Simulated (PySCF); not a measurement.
PySCF job for Al(AsH2)(H)2 (AlAsH4), SMILES [AsH2][AlH2], KT2/pcSseg-2. Coordinates come from a PBE0-D3(BJ)/def2-TZVP optimisation.

```python
import numpy as np
from pyscf import gto, scf, dft
from pyscf.prop.nmr import rks as nmr

mol = gto.M(
    atom='''
    Al   -1.66958829    0.00853122    0.00000000
    As    0.75681535   -0.06139098   -0.00000000
    H     0.82095062    0.97981779    1.10843253
    H     0.82095061    0.97981779   -1.10843253
    H    -2.45608005   -0.02231952   -1.37761620
    H    -2.45608004   -0.02231952    1.37761620
    ''',
    basis='pcSseg-2',
    charge=0,
    spin=0,
    max_memory=1600,
    verbose=3,
)
mf = dft.RKS(mol, xc='kt2').density_fit(auxbasis='def2-universal-jkfit')
mf.grids.level = 3
mf.conv_tol = 1e-10
mf.max_cycle = 100
mf.kernel()
n = nmr.NMR(mf)
n.verbose = 2
n.max_cycle_cphf = 60
sigma = n.kernel()
print('atom   isotropic/ppm   span/ppm')
for i, s in enumerate(sigma):
    w = np.linalg.eigvalsh((s + s.T) / 2)
    print(f'{mol.atom_symbol(i):2s}{i + 1:3d} {w.mean():14.3f} {w[2] - w[0]:11.3f}')
```

It prints:

```
converged SCF energy = -2491.97807986127
atom   isotropic/ppm   span/ppm
Al  1        228.390     337.720
As  2       1925.708     222.697
H   3         29.313      18.358
H   4         29.313      18.358
H   5         24.805       6.733
H   6         24.805       6.733
```

The calculation finished and met its thresholds.

Cost: very roughly 24 core-seconds.
